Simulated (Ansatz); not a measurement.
The molecule MgO, closed-shell singlet (the spin of the measured ground state).

D_e counts from the fitted minimum to each atom's lowest state at the same level, without counterpoise. The singlet is restricted.

Programs: Ansatz (a first-principles code) with Gaussian orbitals. Each number belongs to the level named beside it.

Question: One of these levels gives 84.44 kcal/mol for the bond energy D_e. Which?
(A) r2SCAN/def2-TZVPP
(B) SVWN5/def2-TZVPP
(C) PBE0/def2-TZVPP

Answer: B, SVWN5/def2-TZVPP. The others give 58.29 (r2SCAN/def2-TZVPP), 46.84 (PBE0/def2-TZVPP)
